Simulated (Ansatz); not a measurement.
`[CH3][AlH][SiH2]Cl` + `[NH2][AlH2]` → `[CH3][AlH][NH][AlH2]` + `[SiH3]Cl`  (cleavage of the Al–Si bond)

Gas-phase electronic energies from Ansatz, PBE0-D4/def2-TZVP geometries. CCSD(T)/CBS is the MP2 limit (def2-TZVPP, def2-QZVPP) plus CCSD(T) − MP2 in def2-TZVPP, frozen cores. This one scheme is used for every species. Each species was taken in one conformer, which may not be the lowest.

| species | CCSD(T)/CBS(def2) energy (Eh) |
| --- | --- |
| `[CH3][AlH][SiH2]Cl` | -1032.57399 |
| `[NH2][AlH2]` | -299.14566 |
| `[CH3][AlH][NH][AlH2]` | -581.06085 |
| `[SiH3]Cl` | -750.69636 |

(1) Work out ΔE.

Largest T1 diagnostic among the species: 0.011.

Results:

(1) ΔE = (-581.06085) + (-750.69636) − (-1032.57399) − (-299.14566) = -0.03756 Eh = -98.6 kJ/mol.

At CCSD(T), def2-SVP lies −8.0 kJ/mol from the extrapolated value and def2-TZVPP −2.8 kJ/mol. From PBE to PBE0 (25 % exact exchange), in def2-TZVPP and without D4, ΔE moves by −4.7 kJ/mol. Leaving LDA and LC-ωPBE aside and taking each functional with its dispersion term where it has one, the values, not all of them listed here, spread over 23.0 kJ/mol, from B2PLYP to PBE-D4. LDA lies −4.9 kJ/mol from PBE without D4.
